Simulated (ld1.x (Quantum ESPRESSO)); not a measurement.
# Which setting gave this result? (strontium, RRKJ)

Base potential:

strontium (Sr), norm-conserving RRKJ (Kleinman–Bylander form), made with ld1.x (Quantum ESPRESSO) 7.5 (PBE, scalar-relativistic). Core [Ar] 3d10, reference 4s2 4p6 4d0 5s0 5p0 (charge +2). Waves: 4p (bound): rc 1.90 bohr; 4d (bound, empty): rc 1.90 bohr; 4s (bound): rc 2.25 bohr. Local part: the s channel. Core correction: none. rho0 = 0.005.

Cutoffs, loose and tight: the cutoffs (Ry, on a coarse ladder) from which the occupation-weighted sum of valence levels, in a spherical-Bessel basis at the reference potential, stays within 10 and 1 mRy of its value at 400 Ry. They do not see the model core or the augmentation charge, which bear on the density cutoff. Test errors are all-electron minus pseudo excitation energies from the reference, over the configurations 4s2 4p6 4d0 5s2 5p0; 4s2 4p6 4d0 5s1 5p0; 4s2 4p6 4d0 5s1.5 5p0; 4s2 4p6 4d0.5 5s1.5 5p0; 4s2 4p6 4d0 5s0 5p2; 4s2 4p5 4d0 5s2 5p0; 4s1 4p6 4d0 5s2 5p0; variants that change the core or the reference have their own tests. The largest error is taken over the tests solved by every variant that gives reliable tests at all, those not shown here included: 4s1 4p6 4d0 5s2 5p0; 4s2 4p5 4d0 5s2 5p0; 4s2 4p6 4d0 5s1 5p0; 4s2 4p6 4d0 5s1.5 5p0; 4s2 4p6 4d0 5s2 5p0.

Only the scale of all radii (base = 1) is moved (2 further runs of the sweep failed or gave no value and are left out):

```tsv
scale of all radii (base = 1)	cutoff, loose	cutoff, tight	bound ghosts	largest test error (meV)	median size of the test errors
0.84	50 Ry	80 Ry	d	+1198	452.9 meV
0.94	40 Ry	50 Ry	d	+2102	814.2 meV
1.08	30 Ry	35 Ry	d	+3946	1633.9 meV
1.16	15 Ry	30 Ry	d	+4899	2110.0 meV
1.23	15 Ry	18 Ry	d	+5473	2417.4 meV
1.38	15 Ry	18 Ry	d	+6473	3004.2 meV
```

Q: One more run gave cutoff, loose: 35 Ry; cutoff, tight: 45 Ry; bound ghosts: d; largest test error (meV): +2672; median size of the test errors: 1054.4 meV. Which value of the scale of all radii (base = 1) was used?

A: 0.99. The median size of the test errors moves one way along this sweep, from 452.9 meV at 0.84 to 3004.2 meV at 1.38, which places the run between 0.94 and 1.08.
